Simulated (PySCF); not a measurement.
Potential energy curve for Ge2, triplet.

UKS-PBE = PySCF 2.14.0 with unrestricted PBE/cc-pVDZ; UKS-CAM-B3LYP = unrestricted CAM-B3LYP/cc-pVDZ (PySCF); UCCSD(T) = CCSD(T) on UHF/cc-pVDZ, 18 core orbitals frozen in PySCF.

Energies relative to the lowest point of each curve near equilibrium, in eV; the last columns give the difference from UCCSD(T):

```json
[
 {"R / Å": "1.77", "UKS-PBE": "4.083", "UKS-CAM-B3LYP": "3.927", "UCCSD(T)": "4.299", "UKS-PBE − UCCSD(T)": "-0.216", "UKS-CAM-B3LYP − UCCSD(T)": "-0.373"},
 {"R / Å": "1.92", "UKS-PBE": "1.734", "UKS-CAM-B3LYP": "1.655", "UCCSD(T)": "1.812", "UKS-PBE − UCCSD(T)": "-0.078", "UKS-CAM-B3LYP − UCCSD(T)": "-0.157"},
 {"R / Å": "2.04", "UKS-PBE": "0.766", "UKS-CAM-B3LYP": "0.748", "UCCSD(T)": "0.748", "UKS-PBE − UCCSD(T)": "0.018", "UKS-CAM-B3LYP − UCCSD(T)": "0.000"},
 {"R / Å": "2.15", "UKS-PBE": "0.324", "UKS-CAM-B3LYP": "0.394", "UCCSD(T)": "0.537", "UKS-PBE − UCCSD(T)": "-0.213", "UKS-CAM-B3LYP − UCCSD(T)": "-0.143"},
 {"R / Å": "2.26", "UKS-PBE": "0.177", "UKS-CAM-B3LYP": "0.084", "UCCSD(T)": "0.154", "UKS-PBE − UCCSD(T)": "0.023", "UKS-CAM-B3LYP − UCCSD(T)": "-0.070"},
 {"R / Å": "2.30", "UKS-PBE": "0.097", "UKS-CAM-B3LYP": "0.031", "UCCSD(T)": "0.077", "UKS-PBE − UCCSD(T)": "0.020", "UKS-CAM-B3LYP − UCCSD(T)": "-0.046"},
 {"R / Å": "2.38", "UKS-PBE": "0.012", "UKS-CAM-B3LYP": "0.000", "UCCSD(T)": "0.000", "UKS-PBE − UCCSD(T)": "0.011", "UKS-CAM-B3LYP − UCCSD(T)": "0.000"},
 {"R / Å": "2.45", "UKS-PBE": "0.000", "UKS-CAM-B3LYP": "0.037", "UCCSD(T)": "0.000", "UKS-PBE − UCCSD(T)": "0.000", "UKS-CAM-B3LYP − UCCSD(T)": "0.037"},
 {"R / Å": "2.54", "UKS-PBE": "0.051", "UKS-CAM-B3LYP": "0.150", "UCCSD(T)": "0.073", "UKS-PBE − UCCSD(T)": "-0.022", "UKS-CAM-B3LYP − UCCSD(T)": "0.077"},
 {"R / Å": "2.59", "UKS-PBE": "0.103", "UKS-CAM-B3LYP": "0.237", "UCCSD(T)": "0.141", "UKS-PBE − UCCSD(T)": "-0.038", "UKS-CAM-B3LYP − UCCSD(T)": "0.096"},
 {"R / Å": "2.77", "UKS-PBE": "0.389", "UKS-CAM-B3LYP": "0.649", "UCCSD(T)": "0.481", "UKS-PBE − UCCSD(T)": "-0.092", "UKS-CAM-B3LYP − UCCSD(T)": "0.168"}
]
```

UKS-PBE is furthest from UCCSD(T) at 1.77 (-0.216 eV, below); its mean absolute difference over the points is 0.066 eV.

UKS-CAM-B3LYP is furthest from UCCSD(T) at 1.77 (-0.373 eV, below); its mean absolute difference over the points is 0.106 eV.

The scan ran from 1.77 to 7.16 Å; beyond the distances shown one of the unrestricted levels run for this scan, shown here or not, changes its spin distribution in one step. The unrestricted determinant behind UCCSD(T) is spin-contaminated at 2.77 Å (<S²> up to 2.2, against 2.00 for a pure triplet).
